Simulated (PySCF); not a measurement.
# [Nd(NH3)2]3+ at several levels of theory

Computed with PySCF 2.14.0 (density fitting, no spin-orbit coupling) at the geometry relaxed with TPSS:

```xyz
9
[Nd(NH3)2]3+ (singlet in the valence; each metal's 4f electrons, 3 of them, lie in its core potential, out of spins and levels)
Nd   -0.6576   -0.9475    0.0001
N     0.1109    0.1641    2.0519
H     1.0024    0.7070    1.9829
H    -0.5552    0.8593    2.4648
H     0.2931   -0.4857    2.8534
N     0.1104    0.1637   -2.0523
H     1.0694   -0.1013   -2.3805
H    -0.4834   -0.0263   -2.8943
H     0.1527    1.2089   -2.0262
```

```
 level                                                 basis    state  HOMO (eV)  gap (eV)  charge on Nd1 (e)  population of f-type functions on Nd1 (polarisation alone where 4f lies in the core)  dipole about the centre of mass (D)  largest force component (eV/Å)
  TPSS     Nd lcecp-1-SVP with ECP49, N def2-SVP, H def2-SVP  singlet     -24.10      5.29               2.09                                                                                  0.03                                 3.29                            0.01
r2SCAN                                              the same  singlet     -24.30      5.78               2.13                                                                                  0.03                                 3.20                            0.21
 M06-L                                              the same  singlet     -24.25      5.81               2.20                                                                                  0.02                                 3.00                            0.35
revPBE                                              the same  singlet     -24.00      5.02               2.05                                                                                  0.03                                 3.40                            0.10
  TPSS  Nd lcecp-1-TZVP with ECP49, N def2-TZVP, H def2-TZVP  singlet     -23.99      5.29               2.29                                                                                  0.03                                 3.31                            0.33
```

In the lcecp rows the 4f levels are missing from HOMO and gap, and the state counts the valence alone.

Charges are Mulliken's, which hang on the basis. The relaxation used the grid (50, 194), these runs (75, 302) or, all-electron (x2c bases, spin-free X2C Hamiltonian), (99, 590).

Problem. What does BP86 with Nd lcecp-1-SVP with ECP49, N def2-SVP, H def2-SVP give here?

Solution. state singlet, HOMO (eV) -24.12, gap (eV) 5.11, charge on Nd1 (e) 2.05, population of f-type functions on Nd1 (polarisation alone where 4f lies in the core) 0.03, dipole about the centre of mass (D) 3.43, largest force component (eV/Å) 0.22. Time: 4.9 s on 2 threads of Arm Neoverse V1, with other jobs on the host, from an already converged density.

No frequency check is given that shows the relaxed geometry to be a minimum. An lcecp potential fixes the number of 4f electrons, so in runs with it no electron can move into or out of that shell.
